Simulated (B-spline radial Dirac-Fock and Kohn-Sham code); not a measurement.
Binding energies of Rb⁷⁺ at several levels of theory

System: the Rb⁷⁺ ion, [Ar] 3d10 4s2.

The density-functional columns are spherical, spin-unpolarised Dirac-Kohn-Sham results without Breit or QED terms: −ε is minus the orbital energy of the initial state and ΔSCF the difference of two total energies. The reference in the last column comes from relaxed Dirac-Fock hole states (ΔSCF) with Breit and QED corrections and a finite nucleus. All numbers are from a B-spline atomic structure program, in eV; a selection of levels is shown. The Kohn-Sham columns are given as differences from the reference. For the 1s level of heavy atoms much of the gap between ΔSCF and the reference is the Breit and QED part, -35.9 eV here; for other levels the error of the functional can be larger.

```
level  PBE −ε − DF  PBE ΔSCF − DF  LDA −ε − DF  LDA ΔSCF − DF  Dirac-Fock
   1s       -184.1          +56.4       -207.6          +32.1     15326.4
   2s        -76.4          -32.2        -79.0          -34.7      2195.4
2p1/2        -56.7           -3.3        -57.4           -4.0      1989.4
2p3/2        -57.7           -6.0        -58.3           -6.5      1929.6
   3s        -38.5          -19.7        -39.4          -20.6       445.7
3p1/2        -30.2          -11.4        -30.4          -11.6       370.5
3p3/2        -30.1          -11.5        -30.3          -11.8       361.2
3d3/2        -17.2           +1.5        -16.9           +1.9       231.1
3d5/2        -17.3           +1.4        -16.9           +1.7       229.6
   4s         -5.0           +3.6         -4.5           +4.2       130.5
```

For the outermost level NIST gives 132.79 ± 0.25 eV (semi-empirical); the differences from it are PBE −ε -7.29, PBE ΔSCF +1.34, LDA −ε -6.73, LDA ΔSCF +1.90, Dirac-Fock -2.25 eV.

Values without a named source are computed, but for edge energies of neutral atoms, which are taken from tables.
